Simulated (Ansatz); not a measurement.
Program: Ansatz. Geometries: PBE0-D4/def2-TZVP. ΔE: electronic, gas phase. CBS: MP2 limit from def2 TZ/QZ plus the TZ coupled-cluster correction, frozen cores. Functionals use def2-TZVPP. def2 core potentials past Kr. For Zr outer-core shells are correlated without core-valence functions, which leaves a few kJ/mol of doubt a bond. One conformer a species, not always the lowest.

`CC[N](C)[Zr]([OH])([F])[O]C` + `C#[C][Al]([Cl])[Cl]` → `C#[C][Zr]([OH])([F])[O]C` + `CC[N](C)[Al]([Cl])[Cl]`  (redistribution)

```tsv
level	ΔE (kJ/mol)	difference from CCSD(T)/CBS
PBE-D4	1.9	-0.2
r2SCAN-D4	0.9	-1.2
PBE0-D4	0.1	-2.0
ωB97X-V	-2.2	-4.3
ωB97M-V	-3.1	-5.2
B2PLYP	-3.1	-5.2
r2SCAN	-0.2	-2.3
PBE0	-2.5	-4.6
HF/def2-TZVPP	-14.0	-16.1
MP2/def2-TZVPP	1.4	-0.7
SCS-MP2/def2-TZVPP	-1.9	-4.0
HF/def2-QZVPP	-14.7	-16.8
MP2/def2-QZVPP	2.4	0.3
SCS-MP2/def2-QZVPP	-0.9	-3.0
MP2/CBS(def2)	3.5	1.4
CCSD/CBS(def2)	0.0	-2.1
CCSD(T)/CBS	2.1	0
```

Largest T1 diagnostic among the species: 0.017.

The D4 term adds +4.4 kJ/mol with B3LYP and +2.6 kJ/mol with PBE0; it sums over pairs of atoms, weighted by their polarisabilities, and B3LYP, whose exchange is more repulsive, gets the larger term. In def2-TZVPP, CCSD(T) changes the Hartree–Fock value by +14.1 kJ/mol (the triples alone add +2.1 kJ/mol) and MP2 by +15.4 kJ/mol.

B3LYP here is the variant with VWN-RPA as its local correlation; programs differ in this.
